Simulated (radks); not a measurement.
Polarisability of the chlorine ion Cl3+, [Ne] 3s2 3p2, at imaginary frequency. All-electron calculation, scalar-relativistic Kohn-Sham, exchange-only LDA, spin-unpolarised, spherical densities, finite nucleus; Fermi nuclear charge, rms radius 3.3654 fm. Program: a radial shooting solver on a logarithmic mesh with Libxc functionals. Response by self-consistent Sternheimer equations with the Hartree and adiabatic exchange-only LDA kernel, the relativistic mass of each level held fixed and spin-orbit coupling left out.

| w (hartree) | alpha1(iw) (bohr^3) |
|---|---|
| 0.00266 | 4.361 |
| 0.0143 | 4.359 |
| 0.0360 | 4.352 |
| 0.0697 | 4.327 |
| 0.118 | 4.266 |
| 0.186 | 4.134 |
| 0.280 | 3.881 |
| 0.413 | 3.447 |
| 0.605 | 2.803 |
| 0.892 | 2.010 |
| 1.35 | 1.236 |
| 2.12 | 0.6472 |
| 3.59 | 0.2907 |
| 6.94 | 0.1104 |
| 17.5 | 0.02783 |

Static values: alpha1 = 4.361 bohr^3 (0.6462 angstrom^3; uncoupled 7.383). C6 = 11.92, triple-dipole C9 = 38.09 atomic units. One-pole (London) frequency 4 C6 / (3 alpha1^2) = 0.836 hartree, against 1.606 for minus the highest occupied eigenvalue.
